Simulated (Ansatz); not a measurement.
CH3F3InN: structure from calculated spectroscopic constants

These gas-phase data were calculated for one isomer of CH3F3InN at PBE0-D3(BJ)/def2-SVP (harmonic, unscaled wavenumbers; equilibrium rotational constants with average atomic masses):

| Quantity | Value |
| --- | --- |
| rotational constants | 2.571, 1.611, 1.524 GHz |
| all wavenumbers above 1500 cm⁻¹ | 3556, 3234, 3105, 1750 |

Candidates:

(1) `F/C=[NH+]/[InH-]([F])[F]`, a singlet
(2) `C=[NH+][In-]([F])([F])[F]`, a singlet

Problem. Assign the data to one candidate and say why.

Solution. Candidate (2). 2 modes lie between 2750 and 3290 cm⁻¹, one for each C–H bond, while (1) has 1.

The same quantities for all candidates:

```
     rotational constants (GHz)  wavenumbers above 1500 cm⁻¹  E above the lowest, PBE0-D3(BJ)/def2-SVP (kcal/mol)
(1)         3.65, 1.035, 0.9533       3568, 3195, 1880, 1784                                                 12.2
(2)         2.571, 1.611, 1.524       3556, 3234, 3105, 1750                                                  0.0
```

Harmonic stretches to hydrogen usually lie a few per cent above observed fundamentals. Each candidate is one conformer. Atoms past krypton carry core potentials. Programs: Ansatz 0.2.0.
